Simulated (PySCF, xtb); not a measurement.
C5H7FO, SMILES C1(=C/F)/OC[C@@H]1C.

Harmonic wavenumbers (cm⁻¹) from GFN2-xTB in xtb 6.7.1 at its own minimum, in rising order: 119, 147, 174, 209, 298, 384, 491, 563, 724, 728, 871, 920, 940, 1040, 1046, 1091, 1104, 1119, 1137, 1174, 1229, 1235, 1268, 1318, 1406, 1466, 1487, 1492, 1788, 2958, 2970, 2979, 3036, 3044, 3049, 3106.

What does B3LYP-D3(BJ)/def2-SVP run with PySCF give at its own minimum? (The exact figures need the calculation; the answer reports its results.)

97, 149, 184, 240, 303, 405, 510, 609, 728, 748, 867, 895, 922, 1014, 1052, 1119, 1137, 1163, 1167, 1189, 1258, 1303, 1353, 1383, 1400, 1466, 1469, 1497, 1815, 3030, 3044, 3059, 3110, 3112, 3121, 3215. Paired by order, the mean absolute difference is 35 cm⁻¹ and the zero-point energies are 68.8 and 70.2 kcal/mol.
